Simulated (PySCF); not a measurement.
Problem. Write Cartesian coordinates for 2-chloro-6-fluoropyridine (`c1ccc(nc1Cl)F`) as optimised with PBE0-D3(BJ)/def2-TZVP.

Solution. 
```xyz
11
C5H3ClFN angstrom
F     -1.496   -1.402   -1.837
C     -0.736   -0.764   -0.956
C     -1.209    0.408   -0.392
C     -0.375    1.032    0.519
C      0.857    0.474    0.824
C      1.192   -0.706    0.178
Cl     2.715   -1.444    0.518
N      0.419   -1.318   -0.695
H     -2.179    0.800   -0.664
H     -0.685    1.954    0.997
H      1.536    0.929    1.530
```

Orientation and origin are arbitrary. Atoms count from 1 in this order. The 8 heavy atoms lie in one plane (0.000 Å rms). N8 (pyridine-type nitrogen) is bent (angle 117.0°). The 6-membered ring C2–C3–C4–C5–C6–N8 has internal angles of 116.4° to 125.4°; it is planar, 0.00 Å rms from its mean plane, widest ring torsion 0°. All 4 C–C bonds measure 1.384 to 1.386 Å.

Bonds between heavy atoms (Å): F1–C2 1.327, C2–C3 1.384, C3–C4 1.384, C4–C5 1.386, C5–C6 1.386, C6–Cl7 1.726, C6–N8 1.318, C2–N8 1.307.

Level of theory: PBE0-D3(BJ)/def2-TZVP geometry optimisation, gas phase in PySCF.

Point group: Cs (every atom within 0.08 Å of its image). No PBE0-D3(BJ)/def2-TZVP frequencies stand behind this structure, so it isn't proved a minimum.
